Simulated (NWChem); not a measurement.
PbNH$_{3}$, singlet; SMILES [NH2][PbH]

Low-valent species are run as closed-shell singlets; no triplet was tried in these runs. def2 effective core potentials on Pb; no spin-orbit coupling.

### Question
Give the equilibrium geometry at PBE0/def2-SVP with def2 effective core potentials on Pb (NWChem) as a list of bonds and angles, with the point group.

### Answer
point group Cs; any orientation.
Bonds (Å): Pb1–H2 1.862, Pb1–N3 2.128, N3–H4 1.015, N3–H5 1.015. Angles (°): H2–Pb1–N3 90.4, Pb1–N3–H4 125.2, Pb1–N3–H5 123.7, H4–N3–H5 111.1.
